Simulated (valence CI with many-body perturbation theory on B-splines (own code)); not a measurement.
E1 line list for Nd55+

Calculated by configuration interaction combined with many-body perturbation theory (CI+MBPT): three valence electrons over a frozen Dirac-Fock core [He], a basis of 11 s, 11 p, 10 d, 8 f, 5 g, 2 h functions for each j, with the one-electron correlation potential Σ1, the two-electron term Σ2, the three-electron term Σ3, Breit, model QED; selected CI, second order for the rest, scaled by the run's own slope (own B-spline code, finite nucleus).

No measured spectrum was set against this ion. As an estimate, large intervals hold to a few tenths of a per cent, small ones and those within an open d or f shell to about a per cent.

Lines 101 to 150 of 561 in falling wavelength, among levels below 699.10 Ry, chosen from the strongest by gf and those to the six lowest levels. Wavelengths and rates use the calculated energies. Electric multipoles are in the length gauge, E1 and E2 with the static RPA response of the core. Weak lines are less certain than strong ones. Lines between different terms over intervals too small for the method are left out, as are lines whose strength nearly cancels.

Levels are named by their leading jj configuration (3d3/2^4 stands for four electrons in 3d with j = 3/2), which in mixed levels can hold well under half, so a name can repeat and another be missing. Letters in brackets count levels of one name in rising energy.

```
λ vac (nm)                          Upper                       Lower   A (s⁻¹)  S (a.u.)
     5.571          (2p1/2^2 3d3/2) J=3/2       (2p1/2^2 3p1/2) J=1/2  6.80e+10  2.32e-02
     5.565     (2s 2p3/2 3d3/2) J=3/2 [b]      (2s 2p3/2 3p1/2) J=1/2  4.84e+10  1.65e-02
     5.553     (2s 2p3/2 3p3/2) J=3/2 [a]     (2s 2p3/2 3s) J=3/2 [a]  1.13e+11  3.82e-02
     5.538  (2p1/2 2p3/2 3p3/2) J=5/2 [a]  (2p1/2 2p3/2 3s) J=3/2 [a]  1.35e+11  6.79e-02
     5.531         (2s 2p3/2 3p3/2) J=7/2         (2s 2p3/2 3s) J=5/2  1.82e+11  1.21e-01
     5.531      (2p3/2^2 3p3/2) J=3/2 [b]          (2p3/2^2 3s) J=1/2  1.72e+11  5.75e-02
     5.516         (2s 2p1/2 2p3/2) J=1/2          (2s^2 2p3/2) J=3/2  1.11e+10  1.84e-03
     5.498  (2p1/2 2p3/2 3p3/2) J=5/2 [b]  (2s 2p3/2 3p3/2) J=3/2 [a]  6.13e+10  3.02e-02
     5.489     (2s 2p1/2 2p3/2) J=3/2 [b]          (2s^2 2p3/2) J=3/2  7.79e+09  2.54e-03
     5.444      (2p1/2 2p3/2 3p3/2) J=7/2      (2p1/2 2p3/2 3s) J=5/2  1.06e+11  6.77e-02
     5.343         (2s 2p1/2 3p3/2) J=1/2     (2s 2p1/2 3s) J=1/2 [b]  1.66e+11  2.50e-02
     5.338     (2s 2p1/2 3d3/2) J=3/2 [b]      (2s 2p1/2 3p1/2) J=3/2  6.00e+10  1.80e-02
     5.317     (2s 2p1/2 3p3/2) J=3/2 [a]     (2s 2p1/2 3s) J=1/2 [a]  1.91e+11  5.66e-02
     5.314     (2s 2p3/2 3p3/2) J=5/2 [a]     (2s 2p3/2 3s) J=3/2 [a]  8.81e+10  3.91e-02
     5.310  (2p1/2 2p3/2 3p3/2) J=3/2 [b]  (2p1/2 2p3/2 3s) J=3/2 [b]  8.46e+10  2.50e-02
     5.261             (2s^2 3p3/2) J=3/2             (2s^2 3s) J=1/2  2.14e+11  6.14e-02
     5.258     (2s 2p3/2 3p3/2) J=3/2 [b]     (2s 2p3/2 3s) J=3/2 [b]  9.19e+10  2.64e-02
     5.209         (2s 2p1/2 3p3/2) J=5/2         (2s 2p1/2 3s) J=3/2  1.88e+11  7.85e-02
     5.209     (2s 2p3/2 3p3/2) J=1/2 [a]     (2s 2p3/2 3s) J=3/2 [a]  2.00e+11  2.79e-02
     5.162     (2s 2p3/2 3p3/2) J=3/2 [b]         (2s 2p3/2 3s) J=1/2  1.36e+11  3.68e-02
     5.149     (2s 2p1/2 3p3/2) J=3/2 [b]         (2s 2p1/2 3s) J=3/2  1.09e+11  2.93e-02
     5.107     (2s 2p3/2 3p3/2) J=1/2 [b]         (2s 2p3/2 3s) J=1/2  1.85e+11  2.44e-02
     5.058          (2p1/2^2 3p3/2) J=3/2          (2p1/2^2 3s) J=1/2  1.06e+11  2.70e-02
     5.027  (2p1/2 2p3/2 3p3/2) J=3/2 [b]      (2p1/2 2p3/2 3s) J=1/2  5.76e+10  1.45e-02
     4.998      (2p3/2^2 3p3/2) J=3/2 [a]          (2p3/2^2 3s) J=3/2  1.99e+11  4.91e-02
     4.974  (2p1/2 2p3/2 3p3/2) J=5/2 [b]      (2p1/2 2p3/2 3s) J=5/2  6.84e+10  2.49e-02
     4.880     (2s 2p3/2 3p3/2) J=5/2 [a]         (2s 2p3/2 3s) J=5/2  1.47e+11  5.06e-02
     4.820      (2p3/2^2 3p3/2) J=3/2 [a]          (2p3/2^2 3s) J=5/2  5.62e+10  1.24e-02
     4.771          (2p1/2^2 2p3/2) J=3/2      (2s 2p1/2 2p3/2) J=5/2  5.23e+10  1.12e-02
     4.771  (2p1/2 2p3/2 3p3/2) J=1/2 [b]  (2p1/2 2p3/2 3s) J=3/2 [b]  1.26e+11  1.35e-02
     4.205          (2p1/2^2 2p3/2) J=3/2  (2s 2p1/2 2p3/2) J=3/2 [a]  1.62e+10  2.37e-03
     1.778          (2p3/2^2 3d5/2) J=7/2  (2s 2p3/2 3d5/2) J=5/2 [b]  3.97e+11  8.82e-03
     1.777          (2p3/2^2 3p3/2) J=5/2  (2s 2p3/2 3p3/2) J=3/2 [b]  5.71e+11  9.49e-03
     1.750      (2p3/2^2 3d3/2) J=3/2 [a]  (2s 2p3/2 3d3/2) J=3/2 [b]  4.34e+11  4.59e-03
     1.746          (2p3/2^2 3d3/2) J=5/2  (2s 2p3/2 3d3/2) J=3/2 [b]  4.00e+11  6.31e-03
     1.743          (2p3/2^2 3d5/2) J=7/2  (2s 2p3/2 3d5/2) J=7/2 [b]  3.01e+11  6.30e-03
     1.743          (2p3/2^2 3p3/2) J=7/2  (2s 2p3/2 3p3/2) J=5/2 [b]  9.53e+11  1.99e-02
     1.741          (2p3/2^2 3d5/2) J=9/2  (2s 2p3/2 3d5/2) J=7/2 [b]  8.66e+11  2.26e-02
     1.730          (2p3/2^2 3d3/2) J=5/2  (2s 2p3/2 3d3/2) J=5/2 [b]  3.38e+11  5.18e-03
     1.729             (2p3/2^2 3s) J=5/2     (2s 2p3/2 3s) J=3/2 [b]  9.38e+11  1.44e-02
     1.725          (2p3/2^2 3d3/2) J=7/2  (2s 2p3/2 3d3/2) J=5/2 [b]  8.37e+11  1.70e-02
     1.721          (2p3/2^2 3p1/2) J=3/2      (2s 2p3/2 3p1/2) J=1/2  8.60e+11  8.65e-03
     1.718          (2p3/2^2 3p1/2) J=5/2  (2s 2p3/2 3p1/2) J=3/2 [b]  9.79e+11  1.47e-02
     1.716             (2s 2p3/2^2) J=5/2          (2s^2 2p3/2) J=3/2  3.64e+11  5.45e-03
     1.700      (2p3/2^2 3d5/2) J=5/2 [a]  (2s 2p3/2 3d5/2) J=3/2 [b]  4.94e+11  7.18e-03
     1.697             (2p3/2^2 3s) J=3/2         (2s 2p3/2 3s) J=1/2  8.10e+11  7.81e-03
     1.694      (2p3/2^2 3d5/2) J=5/2 [a]  (2s 2p3/2 3d5/2) J=5/2 [b]  4.76e+11  6.84e-03
     1.686          (2p3/2^2 3d5/2) J=3/2  (2s 2p3/2 3d5/2) J=3/2 [b]  5.25e+11  4.96e-03
     1.685      (2p3/2^2 3p3/2) J=3/2 [a]  (2s 2p3/2 3p3/2) J=1/2 [b]  8.98e+11  8.48e-03
     1.681          (2p1/2 2p3/2^2) J=3/2      (2s 2p1/2 2p3/2) J=1/2  9.19e+11  8.62e-03
```
